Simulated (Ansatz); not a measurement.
Ansatz (a quantum-chemistry and plane-wave program) input (B3LYP-D3(BJ)/def2-TZVP):

Ansatz 0.2 input:
```yaml
crystal:
  periodic: [false, false, false]
  atoms:
    - {symbol: Li, position_ang: [-0.00000000, -0.00000000, -2.02545249]}
    - {symbol: Cl, position_ang: [0.00000000, 0.00000000, 0.35743279]}
basis:
  gaussian:
    orbitals: def2-TZVP
hamiltonian:
  xc: b3lyp
  dispersion: d3bj
total_charge: 1
magnetization: {spin_polarized: true, initial_magnetization: 1}
phonons: {temperatures: {t_min: 298.15, t_max: 298.15, t_step: 100}}
```

Output:

```
Functional definition: B3LYP
integrals: 0.01 GiB planned
392 factors; their error is unknown
mean field: 0.12 GiB planned
mean field evaluation 1: about -12718.1714 eV, gradient 2.3e1 eV
mean field evaluation 2: about -12719.1371 eV, gradient 2.0e1 eV
mean field evaluation 4: about -12720.5402 eV, gradient 2.8e-1 eV
mean field evaluation 8: about -12720.5708 eV, gradient 1.3e-3 eV
mean field evaluation 16: about -12720.1240 eV, gradient 4.9e0 eV
mean field -12720.57080008 eV, -467.4723545904 hartree, gradient 2.6e-5 eV, S^2 0.753269; 1 other end points of the search recorded, 0 dependent functions left out
the calculation of the forces begins
reference -12720.57100867 eV, -467.4723622557 hartree; 10, 9 occupied and 41, 42 virtual orbitals, 392 factors
these checks for a lower state are left out or cut short: stability, starts, cluster_reference, orbital_swaps, neighbouring_geometries, increment
integrals: 0.01 GiB planned
392 factors; their error is unknown
mean field: 0.12 GiB planned
mean field -12720.57080008 eV, -467.4723545905 hartree, gradient 6.4e-7 eV, S^2 0.753269; 0 other end points of the search recorded, 0 dependent functions left out
the calculation of the forces begins
reference -12720.57100867 eV, -467.4723622558 hartree; 10, 9 occupied and 41, 42 virtual orbitals, 392 factors
these checks for a lower state are left out or cut short: stability, starts, cluster_reference, orbital_swaps, neighbouring_geometries, increment
integrals: 0.01 GiB planned
392 factors; their error is unknown
mean field: 0.12 GiB planned
mean field -12720.57080008 eV, -467.4723545905 hartree, gradient 6.4e-7 eV, S^2 0.753269; 0 other end points of the search recorded, 0 dependent functions left out
the calculation of the forces begins
reference -12720.57100867 eV, -467.4723622558 hartree; 10, 9 occupied and 41, 42 virtual orbitals, 392 factors
these checks for a lower state are left out or cut short: stability, starts, cluster_reference, orbital_swaps, neighbouring_geometries, increment
integrals: 0.01 GiB planned
392 factors; their error is unknown
mean field: 0.12 GiB planned
mean field evaluation 32: about -12720.5708 eV, gradient 3.2e-5 eV
mean field -12720.57080008 eV, -467.4723545905 hartree, gradient 9.3e-7 eV, S^2 0.753269; 0 other end points of the search recorded, 0 dependent functions left out
the calculation of the forces begins
reference -12720.57100867 eV, -467.4723622558 hartree; 10, 9 occupied and 41, 42 virtual orbitals, 392 factors
these checks for a lower state are left out or cut short: stability, starts, cluster_reference, orbital_swaps, neighbouring_geometries, increment
integrals: 0.01 GiB planned
392 factors; their error is unknown
mean field: 0.12 GiB planned
mean field -12720.57080008 eV, -467.4723545905 hartree, gradient 9.3e-7 eV, S^2 0.753269; 0 other end points of the search recorded, 0 dependent functions left out
the calculation of the forces begins
reference -12720.57100867 eV, -467.4723622558 hartree; 10, 9 occupied and 41, 42 virtual orbitals, 392 factors
these checks for a lower state are left out or cut short: stability, starts, cluster_reference, orbital_swaps, neighbouring_geometries, increment
integrals: 0.01 GiB planned
392 factors; their error is unknown
mean field: 0.12 GiB planned
mean field -12720.57079098 eV, -467.4723542558 hartree, gradient 2.2e-6 eV, S^2 0.753269; 0 other end points of the search recorded, 0 dependent functions left out
the calculation of the forces begins
reference -12720.57099944 eV, -467.4723619167 hartree; 10, 9 occupied and 41, 42 virtual orbitals, 392 factors
these checks for a lower state are left out or cut short: stability, starts, cluster_reference, orbital_swaps, neighbouring_geometries, increment
integrals: 0.01 GiB planned
392 factors; their error is unknown
mean field: 0.12 GiB planned
mean field -12720.57079530 eV, -467.4723544148 hartree, gradient 1.0e-6 eV, S^2 0.753270; 0 other end points of the search recorded, 0 dependent functions left out
the calculation of the forces begins
reference -12720.57100401 eV, -467.4723620845 hartree; 10, 9 occupied and 41, 42 virtual orbitals, 392 factors
these checks for a lower state are left out or cut short: stability, starts, cluster_reference, orbital_swaps, neighbouring_geometries, increment
integrals: 0.01 GiB planned
392 factors; their error is unknown
mean field: 0.12 GiB planned
mean field -12720.57080008 eV, -467.4723545905 hartree, gradient 6.4e-7 eV, S^2 0.753269; 0 other end points of the search recorded, 0 dependent functions left out
the calculation of the forces begins
reference -12720.57100867 eV, -467.4723622558 hartree; 10, 9 occupied and 41, 42 virtual orbitals, 392 factors
these checks for a lower state are left out or cut short: stability, starts, cluster_reference, orbital_swaps, neighbouring_geometries, increment
integrals: 0.01 GiB planned
392 factors; their error is unknown
mean field: 0.12 GiB planned
mean field evaluation 64: about -12720.5708 eV, gradient 3.0e-6 eV
mean field -12720.57080008 eV, -467.4723545905 hartree, gradient 6.4e-7 eV, S^2 0.753269; 0 other end points of the search recorded, 0 dependent functions left out
the calculation of the forces begins
reference -12720.57100867 eV, -467.4723622558 hartree; 10, 9 occupied and 41, 42 virtual orbitals, 392 factors
these checks for a lower state are left out or cut short: stability, starts, cluster_reference, orbital_swaps, neighbouring_geometries, increment
integrals: 0.01 GiB planned
392 factors; their error is unknown
mean field: 0.12 GiB planned
mean field -12720.57080008 eV, -467.4723545905 hartree, gradient 9.3e-7 eV, S^2 0.753269; 0 other end points of the search recorded, 0 dependent functions left out
the calculation of the forces begins
reference -12720.57100867 eV, -467.4723622558 hartree; 10, 9 occupied and 41, 42 virtual orbitals, 392 factors
these checks for a lower state are left out or cut short: stability, starts, cluster_reference, orbital_swaps, neighbouring_geometries, increment
integrals: 0.01 GiB planned
392 factors; their error is unknown
mean field: 0.12 GiB planned
mean field -12720.57080008 eV, -467.4723545905 hartree, gradient 9.3e-7 eV, S^2 0.753269; 0 other end points of the search recorded, 0 dependent functions left out
the calculation of the forces begins
reference -12720.57100867 eV, -467.4723622558 hartree; 10, 9 occupied and 41, 42 virtual orbitals, 392 factors
these checks for a lower state are left out or cut short: stability, starts, cluster_reference, orbital_swaps, neighbouring_geometries, increment
integrals: 0.01 GiB planned
392 factors; their error is unknown
mean field: 0.12 GiB planned
mean field -12720.57079530 eV, -467.4723544148 hartree, gradient 1.0e-6 eV, S^2 0.753270; 0 other end points of the search recorded, 0 dependent functions left out
the calculation of the forces begins
reference -12720.57100401 eV, -467.4723620845 hartree; 10, 9 occupied and 41, 42 virtual orbitals, 392 factors
these checks for a lower state are left out or cut short: stability, starts, cluster_reference, orbital_swaps, neighbouring_geometries, increment
integrals: 0.01 GiB planned
392 factors; their error is unknown
mean field: 0.12 GiB planned
mean field -12720.57079098 eV, -467.4723542558 hartree, gradient 2.2e-6 eV, S^2 0.753269; 0 other end points of the search recorded, 0 dependent functions left out
the calculation of the forces begins
reference -12720.57099944 eV, -467.4723619167 hartree; 10, 9 occupied and 41, 42 virtual orbitals, 392 factors
Total energy: -12720.61005889 eV, -467.4737973251 hartree
Atom 0 at    -0.000000    -0.000000    -2.025452 Å, force     0.000000    -0.000000    -0.000026 eV/Å
Atom 1 at     0.000000     0.000000     0.357433 Å, force    -0.000000    -0.000000     0.000026 eV/Å
Dipole moment:     0.000000    -0.000000    -1.696774 e Å
Vibrations: 323.15 cm⁻¹, zero-point energy 0.020033 eV
```
